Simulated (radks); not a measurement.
Valence configurations of Cu2+ (all share [Ar]). Method: Dirac Kohn-Sham, PBE, spin-unpolarised, spherical densities, finite nucleus; open shells are shared between the two j in proportion to 2j + 1; Fermi nuclear charge, rms radius 3.8823 fm; computed with a radial shooting solver on a logarithmic mesh with Libxc functionals. Energies are relative to 3d9; eigenvalues in eV.

\begin{tabular}{lrrrrrr}
valence & E (eV) & e(3d3/2) & e(3d5/2) & e(4p1/2) & e(4p3/2) & e(4s1/2) \\ \hline
3d9 & 0.000 & -29.806 & -29.506 & - & - & - \\
3d8.5 4s0.5 & 4.172 & -33.117 & -32.805 & - & - & -23.478 \\
3d8.5 4p0.5 & 7.798 & -33.873 & -33.560 & -16.781 & -16.598 & - \\
3d8 4s1 & 9.487 & -36.668 & -36.343 & - & - & -24.629 \\
3d8 4p1 & 17.066 & -38.146 & -37.820 & -18.008 & -17.807 & - \\
3d7.5 4s1 4p0.5 & 19.974 & -41.173 & -40.835 & -18.495 & -18.281 & -26.232 \\
3d7.5 4p1.5 & 27.908 & -42.603 & -42.264 & -19.219 & -18.999 & - \\
3d7 4s1 4p1 & 32.138 & -45.843 & -45.492 & -19.717 & -19.482 & -27.798 \\
3d7 4s0.5 4p1.5 & 36.270 & -46.539 & -46.187 & -20.060 & -19.823 & -28.190 \\
3d7 4p2 & 40.426 & -47.224 & -46.871 & -20.396 & -20.156 & - \\
\end{tabular}

NIST lists [Ar] 3d9 as the ground configuration; this level of theory agrees among the configurations tried. The energies are those of spherical spin-averaged densities, not of single terms.
